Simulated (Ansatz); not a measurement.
Ansatz (an electronic-structure program) input (wB97M-V/def2-TZVPD):

Ansatz 0.2 input:
```yaml
crystal:
  periodic: [false, false, false]
  atoms:
    - {symbol: C, position_ang: [-2.48040729, 0.40872693, 0.71481260]}
    - {symbol: Si, position_ang: [-1.33739055, 0.33096234, -0.75702376]}
    - {symbol: C, position_ang: [-1.52904277, 1.81862576, -1.86090899]}
    - {symbol: C, position_ang: [-1.54990951, -1.26379895, -1.70057171]}
    - {symbol: O, position_ang: [0.23226468, 0.37386586, -0.18240493]}
    - {symbol: Si, position_ang: [1.37917216, -0.24882666, 0.71331665]}
    - {symbol: F, position_ang: [1.74808351, -1.71658756, 0.25931482]}
    - {symbol: F, position_ang: [0.95995920, -0.32678128, 2.23481759]}
    - {symbol: F, position_ang: [2.68955106, 0.62205193, 0.62325909]}
    - {symbol: H, position_ang: [-2.32230562, -0.44056143, 1.38314483]}
    - {symbol: H, position_ang: [-3.52579626, 0.39363292, 0.39737290]}
    - {symbol: H, position_ang: [-2.31814614, 1.32212579, 1.29075293]}
    - {symbol: H, position_ang: [-2.53649079, 1.86440777, -2.28124184]}
    - {symbol: H, position_ang: [-0.82030751, 1.78454161, -2.69082322]}
    - {symbol: H, position_ang: [-1.35432072, 2.74289360, -1.30645588]}
    - {symbol: H, position_ang: [-0.84615808, -1.32478227, -2.53324812]}
    - {symbol: H, position_ang: [-1.38143482, -2.12934124, -1.05603930]}
    - {symbol: H, position_ang: [-2.56028660, -1.34321364, -2.10883805]}
basis:
  gaussian:
    orbitals: def2-TZVPD
hamiltonian:
  xc: {name: wB97M-V}
output: {forces: true}
```

End of the output:

```
5.04 GiB of device memory are held for the factors and their scratch space
mean field: 5.60 GiB planned
mean field evaluation 1: about -29209.7023 eV, gradient 8.4e1 eV
mean field evaluation 2: about -29213.0910 eV, gradient 7.7e1 eV
mean field evaluation 4: about -29221.9874 eV, gradient 2.2e0 eV
mean field evaluation 8: about -29222.0192 eV, gradient 4.2e-2 eV
mean field evaluation 16: about -29222.0123 eV, gradient 8.0e-5 eV
mean field -29222.01233587 eV, -1073.8891459518 hartree, gradient 8.0e-5 eV, S^2 0.000000; 0 other end points of the search recorded, 0 dependent functions left out
the calculation of the forces begins
reference -29222.01243532 eV, -1073.8891496067 hartree; 45, 45 occupied and 393, 393 virtual orbitals, 2324 factors
Total energy: -29222.01243532 eV, -1073.8891496067 hartree
Atom 0 at    -2.480407     0.408727     0.714813 Å, force     0.057166     0.000684    -0.066809 eV/Å
Atom 1 at    -1.337391     0.330962    -0.757024 Å, force    -0.115495    -0.005880    -0.040751 eV/Å
Atom 2 at    -1.529043     1.818626    -1.860909 Å, force     0.013218    -0.067535     0.051639 eV/Å
Atom 3 at    -1.549910    -1.263799    -1.700572 Å, force     0.015244     0.075968     0.041904 eV/Å
Atom 4 at     0.232265     0.373866    -0.182405 Å, force     0.004859     0.020541    -0.012829 eV/Å
Atom 5 at     1.379172    -0.248827     0.713317 Å, force     0.048064    -0.031677     0.041654 eV/Å
Atom 6 at     1.748084    -1.716588     0.259315 Å, force    -0.013299     0.039184     0.009218 eV/Å
Atom 7 at     0.959959    -0.326781     2.234818 Å, force     0.006805     0.003210    -0.041663 eV/Å
Atom 8 at     2.689551     0.622052     0.623259 Å, force    -0.038017    -0.022683     0.000604 eV/Å
Atom 9 at    -2.322306    -0.440561     1.383145 Å, force     0.002584    -0.000108    -0.009940 eV/Å
Atom 10 at    -3.525796     0.393633     0.397373 Å, force     0.013116    -0.001487    -0.004264 eV/Å
Atom 11 at    -2.318146     1.322126     1.290753 Å, force     0.003585    -0.004016    -0.012884 eV/Å
Atom 12 at    -2.536491     1.864408    -2.281242 Å, force     0.008809    -0.007463     0.008608 eV/Å
Atom 13 at    -0.820308     1.784542    -2.690823 Å, force    -0.006138    -0.009112     0.013524 eV/Å
Atom 14 at    -1.354321     2.742894    -1.306456 Å, force    -0.001690    -0.017033     0.001657 eV/Å
Atom 15 at    -0.846158    -1.324782    -2.533248 Å, force    -0.004547     0.010594     0.008582 eV/Å
Atom 16 at    -1.381435    -2.129341    -1.056039 Å, force    -0.002676     0.009448     0.003307 eV/Å
Atom 17 at    -2.560287    -1.343214    -2.108838 Å, force     0.008413     0.007363     0.008442 eV/Å
Dipole moment:    -0.553680     0.098274    -0.284916 e Å
```
